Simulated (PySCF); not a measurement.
A calculated (PBE, PySCF 2.14, aug-cc-pVTZ-DK, the spin-free X2C one-electron Hamiltonian (Gaussian nucleus)) atom or ion has these occupied shells.

```tsv
shell	electrons	orbital energy (eV)	rms radius, mean of both spins (bohr)
1s α	1	-6994.1	0.0675
1s β	1	-6994.0	0.0675
2s α	1	-820.85	0.290
2s β	1	-818.96	0.290
2p α	3	-699.53	0.261
2p β	3	-698.07	0.261
3s α	1	-96.835	0.872
3s β	1	-92.326	0.872
3p α	3	-62.853	0.933
3p β	3	-58.417	0.933
3d α	5	-10.235	1.30
4s α	1	-6.853	3.06
3d β	1	-6.758	1.30
4p α	1	-2.646	4.24
```

Problem. Name the element and its charge.

Solution. Fe (iron, neutral), in [Ar] 3d6 4s1 4p1, one real determinant (an excited configuration).
